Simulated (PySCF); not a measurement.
# Distorted geometries of [Er(H2O)5]3+

[Er(H2O)5]3+ (singlet in the valence; each metal's 4f electrons, 11 of them, lie in its core potential, out of spins and levels). PySCF 2.14.0, RKS r2SCAN, Er lcecp-1-SVP with ECP57, O def2-SVP, H def2-SVP; non-relativistic Hamiltonian with scalar-relativistic core potentials where named; density fitting; no spin-orbit coupling. Relaxed geometry:

```xyz
16

Er   -0.0473    0.0000    0.0000
O    -0.4797   -0.0411    2.2609
H    -0.5998    0.7197    2.8702
H    -0.6064   -0.8233    2.8413
O    -0.4797    0.0412   -2.2609
H    -0.5998   -0.7196   -2.8702
H    -0.6063    0.8233   -2.8413
O     2.2218   -0.0001    0.0000
H     2.8297   -0.0174    0.7739
H     2.8297    0.0172   -0.7739
O    -0.7336    2.1989    0.0445
H    -0.1758    3.0086    0.0548
H    -1.6511    2.5523    0.0574
O    -0.7338   -2.1988   -0.0445
H    -1.6514   -2.5521   -0.0574
H    -0.1760   -3.0086   -0.0548
```

Problem. Order these distorted geometries by energy above the relaxed one, lowest first.
A.
```xyz
16

Er    0.0873   -0.1401    0.2224
O    -0.7991   -0.1568    2.4500
H    -0.4045    0.5600    2.6965
H    -0.3781   -0.8172    2.8873
O    -0.2956   -0.2293   -2.1570
H    -0.6622   -0.5285   -3.1197
H    -0.7734    0.9051   -2.6281
O     2.1236    0.0116   -0.4016
H     2.7896   -0.1284    0.6395
H     2.7994    0.1168   -0.7092
O    -0.7945    2.2837    0.1520
H    -0.0629    2.8527    0.0321
H    -1.7216    2.5699   -0.0872
O    -0.6863   -2.0417    0.1175
H    -1.7174   -2.4320    0.0347
H    -0.1636   -2.8257   -0.1293
```
B.
```xyz
16

Er   -0.0428    0.0408    0.1801
O    -0.4535   -0.1174    2.3562
H    -0.5513    0.7783    2.9702
H    -0.6870   -0.7493    2.8618
O    -0.4291    0.1519   -2.2409
H    -0.6815   -0.6272   -2.9993
H    -0.6597    0.8958   -2.8479
O     2.2792    0.1918   -0.0429
H     2.7167   -0.0055    0.7182
H     2.8765   -0.1389   -0.7903
O    -0.7205    2.0755    0.1103
H    -0.2544    2.9147   -0.0241
H    -1.5738    2.5148    0.0371
O    -0.6455   -2.2505   -0.2509
H    -1.6550   -2.5417   -0.0165
H    -0.1776   -3.1331   -0.0211
```
C.
```xyz
16

Er   -0.0713   -0.0601    0.0312
O    -0.4727   -0.0728    2.2580
H    -0.5474    0.7319    2.9347
H    -0.6233   -0.8312    2.8226
O    -0.4766    0.0650   -2.2613
H    -0.6037   -0.7643   -2.8847
H    -0.5914    0.8078   -2.8624
O     2.1852    0.0222    0.0025
H     2.8713    0.0236    0.7742
H     2.8201    0.0014   -0.7997
O    -0.7353    2.2375    0.0126
H    -0.1608    3.0444    0.0307
H    -1.6634    2.5696    0.0874
O    -0.7372   -2.2324   -0.0288
H    -1.6498   -2.5574   -0.0738
H    -0.2032   -2.9852   -0.0434
```

Solution. C (0.46 eV), B (2.42 eV), A (8.53 eV).

Problem. Which forces (eV/Å) act in the one that lies 8.53 eV up?

Solution. 
```
Er   -1.73   3.06  -1.57
O    -4.48  -3.77  -6.49
H     3.34   8.09   3.67
H     1.64  -4.07   3.21
O    -3.67   4.95  -4.39
H     1.43  -0.60   2.87
H     2.21  -3.94   2.39
O   -18.70  -4.34  16.77
H    -2.65   0.38  -3.35
H    22.97   3.95 -13.03
O    -1.63  -4.02   0.24
H     0.77   2.47  -0.52
H     1.36   0.64   0.28
O    -4.27  -3.38  -0.37
H     3.17   1.26   0.42
H     0.25  -0.67  -0.14
```
Forces carry noise of the integration grid, about 0.01 to 0.03 eV/Å.

No frequency check is given that shows the relaxed geometry to be a minimum. An lcecp potential fixes the number of 4f electrons, so in runs with it no electron can move into or out of that shell.
